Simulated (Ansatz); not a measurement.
Ansatz (a first-principles code) input (HF/6-31G* with LANL2DZ past Ar): The .json file joins the Basis Set Exchange's 6-31G* for atoms up to Ar and LANL2DZ past it.

Ansatz 0.2 input:
```yaml
crystal:
  periodic: [false, false, false]
  atoms:
    - {symbol: C, position_ang: [-2.47375719, -1.14633244, 0.29991695]}
    - {symbol: C, position_ang: [-1.22993487, -1.61306205, 0.29341080]}
    - {symbol: B, position_ang: [0.06041487, -0.77160099, 0.10328381]}
    - {symbol: Br, position_ang: [-0.09359818, 1.19540860, -0.16001321]}
    - {symbol: C, position_ang: [1.46788183, -1.42592682, 0.11337763]}
    - {symbol: C, position_ang: [2.62557304, -0.79261518, -0.04037621]}
    - {symbol: H, position_ang: [-2.69087493, -0.10211492, 0.16787565]}
    - {symbol: H, position_ang: [-3.32292920, -1.79358887, 0.43797174]}
    - {symbol: H, position_ang: [-1.09707516, -2.67641741, 0.43291374]}
    - {symbol: H, position_ang: [1.50207534, -2.49612621, 0.25946486]}
    - {symbol: H, position_ang: [3.56638120, -1.31570886, -0.02177202]}
    - {symbol: H, position_ang: [2.67770799, 0.27027917, -0.19038553]}
basis:
  gaussian:
    orbitals: 6-31Gs+LANL2DZ.json
hamiltonian:
  xc: {name: HF}
phonons: {temperatures: {t_min: 298.15, t_max: 298.15, t_step: 100}}
```

Output:

```
Functional definition: HF
integrals: 0.05 GiB planned
1167 factors; integrals over basis functions are off by at most 4.3e-4 eV
mean field: 0.29 GiB planned
mean field evaluation 1: about -5237.8298 eV, gradient 2.9e1 eV
mean field evaluation 2: about -5237.9309 eV, gradient 2.9e1 eV
mean field evaluation 4: about -5240.4925 eV, gradient 2.9e0 eV
mean field evaluation 8: about -5240.5219 eV, gradient 1.6e-1 eV
mean field -5240.52203065 eV, -192.5856324731 hartree, gradient 2.2e-5 eV, S^2 0.000000; 0 other end points of the search recorded, 0 dependent functions left out
the calculation of the forces begins
reference -5240.52203065 eV, -192.5856324731 hartree; 21, 21 occupied and 74, 74 virtual orbitals, 1167 factors
these checks for a lower state are left out or cut short: stability, starts, cluster_reference, orbital_swaps, neighbouring_geometries, increment
integrals: 0.05 GiB planned
1167 factors; integrals over basis functions are off by at most 4.3e-4 eV
mean field: 0.29 GiB planned
mean field evaluation 16: about -5240.5218 eV, gradient 6.0e-5 eV
mean field -5240.52180449 eV, -192.5856241617 hartree, gradient 2.6e-6 eV, S^2 0.000000; 0 other end points of the search recorded, 0 dependent functions left out
the calculation of the forces begins
reference -5240.52180449 eV, -192.5856241617 hartree; 21, 21 occupied and 74, 74 virtual orbitals, 1167 factors
these checks for a lower state are left out or cut short: stability, starts, cluster_reference, orbital_swaps, neighbouring_geometries, increment
integrals: 0.05 GiB planned
1167 factors; integrals over basis functions are off by at most 4.4e-4 eV
mean field: 0.29 GiB planned
mean field -5240.52179430 eV, -192.5856237872 hartree, gradient 2.6e-6 eV, S^2 0.000000; 0 other end points of the search recorded, 0 dependent functions left out
the calculation of the forces begins
reference -5240.52179430 eV, -192.5856237872 hartree; 21, 21 occupied and 74, 74 virtual orbitals, 1167 factors
these checks for a lower state are left out or cut short: stability, starts, cluster_reference, orbital_swaps, neighbouring_geometries, increment
integrals: 0.05 GiB planned
1167 factors; integrals over basis functions are off by at most 4.3e-4 eV
mean field: 0.29 GiB planned
mean field evaluation 32: about -5240.5219 eV, gradient 1.1e-6 eV
mean field -5240.52186372 eV, -192.5856263383 hartree, gradient 3.4e-6 eV, S^2 0.000000; 0 other end points of the search recorded, 0 dependent functions left out
the calculation of the forces begins
reference -5240.52186372 eV, -192.5856263383 hartree; 21, 21 occupied and 74, 74 virtual orbitals, 1167 factors
these checks for a lower state are left out or cut short: stability, starts, cluster_reference, orbital_swaps, neighbouring_geometries, increment
integrals: 0.05 GiB planned
1167 factors; integrals over basis functions are off by at most 4.3e-4 eV
mean field: 0.29 GiB planned
mean field -5240.52186448 eV, -192.5856263662 hartree, gradient 4.5e-6 eV, S^2 0.000000; 0 other end points of the search recorded, 0 dependent functions left out
the calculation of the forces begins
reference -5240.52186448 eV, -192.5856263662 hartree; 21, 21 occupied and 74, 74 virtual orbitals, 1167 factors
these checks for a lower state are left out or cut short: stability, starts, cluster_reference, orbital_swaps, neighbouring_geometries, increment
integrals: 0.05 GiB planned
1167 factors; integrals over basis functions are off by at most 4.4e-4 eV
mean field: 0.29 GiB planned
mean field -5240.52182073 eV, -192.5856247585 hartree, gradient 2.8e-6 eV, S^2 0.000000; 0 other end points of the search recorded, 0 dependent functions left out
the calculation of the forces begins
reference -5240.52182073 eV, -192.5856247585 hartree; 21, 21 occupied and 74, 74 virtual orbitals, 1167 factors
these checks for a lower state are left out or cut short: stability, starts, cluster_reference, orbital_swaps, neighbouring_geometries, increment
integrals: 0.05 GiB planned
1167 factors; integrals over basis functions are off by at most 4.3e-4 eV
mean field: 0.29 GiB planned
mean field -5240.52182257 eV, -192.5856248262 hartree, gradient 2.9e-6 eV, S^2 0.000000; 0 other end points of the search recorded, 0 dependent functions left out
the calculation of the forces begins
reference -5240.52182257 eV, -192.5856248262 hartree; 21, 21 occupied and 74, 74 virtual orbitals, 1167 factors
these checks for a lower state are left out or cut short: stability, starts, cluster_reference, orbital_swaps, neighbouring_geometries, increment
integrals: 0.05 GiB planned
1167 factors; integrals over basis functions are off by at most 4.3e-4 eV
mean field: 0.29 GiB planned
mean field -5240.52188400 eV, -192.5856270836 hartree, gradient 3.2e-6 eV, S^2 0.000000; 0 other end points of the search recorded, 0 dependent functions left out
[...]
1167 factors; integrals over basis functions are off by at most 4.4e-4 eV
mean field: 0.29 GiB planned
mean field evaluation 96: about -5240.5219 eV, gradient 1.8e-6 eV
mean field -5240.52191053 eV, -192.5856280588 hartree, gradient 1.8e-6 eV, S^2 0.000000; 0 other end points of the search recorded, 0 dependent functions left out
the calculation of the forces begins
reference -5240.52191053 eV, -192.5856280588 hartree; 21, 21 occupied and 74, 74 virtual orbitals, 1167 factors
these checks for a lower state are left out or cut short: stability, starts, cluster_reference, orbital_swaps, neighbouring_geometries, increment
integrals: 0.05 GiB planned
1167 factors; integrals over basis functions are off by at most 4.3e-4 eV
mean field: 0.29 GiB planned
mean field -5240.52191207 eV, -192.5856281152 hartree, gradient 1.7e-6 eV, S^2 0.000000; 0 other end points of the search recorded, 0 dependent functions left out
the calculation of the forces begins
reference -5240.52191207 eV, -192.5856281152 hartree; 21, 21 occupied and 74, 74 virtual orbitals, 1167 factors
these checks for a lower state are left out or cut short: stability, starts, cluster_reference, orbital_swaps, neighbouring_geometries, increment
integrals: 0.05 GiB planned
1167 factors; integrals over basis functions are off by at most 4.3e-4 eV
mean field: 0.29 GiB planned
mean field -5240.52201335 eV, -192.5856318372 hartree, gradient 2.0e-6 eV, S^2 0.000000; 0 other end points of the search recorded, 0 dependent functions left out
the calculation of the forces begins
reference -5240.52201335 eV, -192.5856318372 hartree; 21, 21 occupied and 74, 74 virtual orbitals, 1167 factors
these checks for a lower state are left out or cut short: stability, starts, cluster_reference, orbital_swaps, neighbouring_geometries, increment
integrals: 0.05 GiB planned
1167 factors; integrals over basis functions are off by at most 4.3e-4 eV
mean field: 0.29 GiB planned
mean field -5240.52201446 eV, -192.5856318781 hartree, gradient 2.0e-6 eV, S^2 0.000000; 0 other end points of the search recorded, 0 dependent functions left out
the calculation of the forces begins
reference -5240.52201446 eV, -192.5856318781 hartree; 21, 21 occupied and 74, 74 virtual orbitals, 1167 factors
these checks for a lower state are left out or cut short: stability, starts, cluster_reference, orbital_swaps, neighbouring_geometries, increment
integrals: 0.05 GiB planned
1167 factors; integrals over basis functions are off by at most 4.3e-4 eV
mean field: 0.29 GiB planned
mean field -5240.52197021 eV, -192.5856302519 hartree, gradient 2.9e-6 eV, S^2 0.000000; 0 other end points of the search recorded, 0 dependent functions left out
the calculation of the forces begins
reference -5240.52197021 eV, -192.5856302519 hartree; 21, 21 occupied and 74, 74 virtual orbitals, 1167 factors
these checks for a lower state are left out or cut short: stability, starts, cluster_reference, orbital_swaps, neighbouring_geometries, increment
integrals: 0.05 GiB planned
1167 factors; integrals over basis functions are off by at most 4.3e-4 eV
mean field: 0.29 GiB planned
mean field evaluation 128: about -5240.5220 eV, gradient 2.9e-6 eV
mean field -5240.52197410 eV, -192.5856303950 hartree, gradient 2.9e-6 eV, S^2 0.000000; 0 other end points of the search recorded, 0 dependent functions left out
the calculation of the forces begins
reference -5240.52197410 eV, -192.5856303950 hartree; 21, 21 occupied and 74, 74 virtual orbitals, 1167 factors
these checks for a lower state are left out or cut short: stability, starts, cluster_reference, orbital_swaps, neighbouring_geometries, increment
integrals: 0.05 GiB planned
1167 factors; integrals over basis functions are off by at most 4.3e-4 eV
mean field: 0.29 GiB planned
mean field -5240.52198537 eV, -192.5856308089 hartree, gradient 1.6e-6 eV, S^2 0.000000; 0 other end points of the search recorded, 0 dependent functions left out
the calculation of the forces begins
reference -5240.52198537 eV, -192.5856308089 hartree; 21, 21 occupied and 74, 74 virtual orbitals, 1167 factors
these checks for a lower state are left out or cut short: stability, starts, cluster_reference, orbital_swaps, neighbouring_geometries, increment
integrals: 0.05 GiB planned
1167 factors; integrals over basis functions are off by at most 4.3e-4 eV
mean field: 0.29 GiB planned
mean field -5240.52198432 eV, -192.5856307704 hartree, gradient 1.6e-6 eV, S^2 0.000000; 0 other end points of the search recorded, 0 dependent functions left out
the calculation of the forces begins
reference -5240.52198432 eV, -192.5856307704 hartree; 21, 21 occupied and 74, 74 virtual orbitals, 1167 factors
these checks for a lower state are left out or cut short: stability, starts, cluster_reference, orbital_swaps, neighbouring_geometries, increment
integrals: 0.05 GiB planned
1167 factors; integrals over basis functions are off by at most 4.3e-4 eV
mean field: 0.29 GiB planned
mean field -5240.52191498 eV, -192.5856282221 hartree, gradient 1.7e-6 eV, S^2 0.000000; 0 other end points of the search recorded, 0 dependent functions left out
the calculation of the forces begins
reference -5240.52191498 eV, -192.5856282221 hartree; 21, 21 occupied and 74, 74 virtual orbitals, 1167 factors
these checks for a lower state are left out or cut short: stability, starts, cluster_reference, orbital_swaps, neighbouring_geometries, increment
integrals: 0.05 GiB planned
1167 factors; integrals over basis functions are off by at most 4.4e-4 eV
mean field: 0.29 GiB planned
mean field -5240.52191551 eV, -192.5856282416 hartree, gradient 1.8e-6 eV, S^2 0.000000; 0 other end points of the search recorded, 0 dependent functions left out
the calculation of the forces begins
reference -5240.52191551 eV, -192.5856282416 hartree; 21, 21 occupied and 74, 74 virtual orbitals, 1167 factors
these checks for a lower state are left out or cut short: stability, starts, cluster_reference, orbital_swaps, neighbouring_geometries, increment
integrals: 0.05 GiB planned
1167 factors; integrals over basis functions are off by at most 4.3e-4 eV
mean field: 0.29 GiB planned
mean field evaluation 160: about -5240.5220 eV, gradient 1.6e-6 eV
mean field -5240.52201472 eV, -192.5856318875 hartree, gradient 1.7e-6 eV, S^2 0.000000; 0 other end points of the search recorded, 0 dependent functions left out
the calculation of the forces begins
reference -5240.52201472 eV, -192.5856318875 hartree; 21, 21 occupied and 74, 74 virtual orbitals, 1167 factors
these checks for a lower state are left out or cut short: stability, starts, cluster_reference, orbital_swaps, neighbouring_geometries, increment
integrals: 0.05 GiB planned
1167 factors; integrals over basis functions are off by at most 4.3e-4 eV
mean field: 0.29 GiB planned
mean field -5240.52201530 eV, -192.5856319089 hartree, gradient 1.7e-6 eV, S^2 0.000000; 0 other end points of the search recorded, 0 dependent functions left out
the calculation of the forces begins
reference -5240.52201530 eV, -192.5856319089 hartree; 21, 21 occupied and 74, 74 virtual orbitals, 1167 factors
Total energy: -5240.52203065 eV, -192.5856324731 hartree
Atom 0 at    -2.473757    -1.146332     0.299917 Å, force    -0.000114     0.002244    -0.000304 eV/Å
Atom 1 at    -1.229935    -1.613062     0.293411 Å, force     0.000607    -0.000613     0.000050 eV/Å
Atom 2 at     0.060415    -0.771601     0.103284 Å, force     0.000008    -0.000100     0.000013 eV/Å
Atom 3 at    -0.093598     1.195409    -0.160013 Å, force     0.000063    -0.000809     0.000108 eV/Å
Atom 4 at     1.467882    -1.425927     0.113378 Å, force    -0.000505    -0.000690     0.000124 eV/Å
Atom 5 at     2.625573    -0.792615    -0.040376 Å, force    -0.000237     0.002236    -0.000296 eV/Å
Atom 6 at    -2.690875    -0.102115     0.167876 Å, force    -0.000329    -0.000515     0.000090 eV/Å
Atom 7 at    -3.322929    -1.793589     0.437972 Å, force     0.000304    -0.000749     0.000086 eV/Å
Atom 8 at    -1.097075    -2.676417     0.432914 Å, force    -0.000156     0.000111    -0.000006 eV/Å
Atom 9 at     1.502075    -2.496126     0.259465 Å, force     0.000137     0.000131    -0.000026 eV/Å
Atom 10 at     3.566381    -1.315709    -0.021772 Å, force    -0.000184    -0.000783     0.000119 eV/Å
Atom 11 at     2.677708     0.270279    -0.190386 Å, force     0.000405    -0.000464     0.000041 eV/Å
Dipole moment:     0.037655    -0.480912     0.064373 e Å
Vibrations: 68.32 118.39 183.06 201.31 360.45 405.64 469.02 521.04 552.59 775.68 968.92 1122.57 1134.68 1144.35 1161.26 1161.56 1163.16 1221.42 1435.61 1444.07 1578.77 1589.75 1817.10 1822.45 3297.33 3303.13 3339.01 3340.06 3422.42 3422.79 cm⁻¹, zero-point energy 2.637510 eV
```

The blocks after the first are displaced geometries, from whose forces the wavenumbers follow.
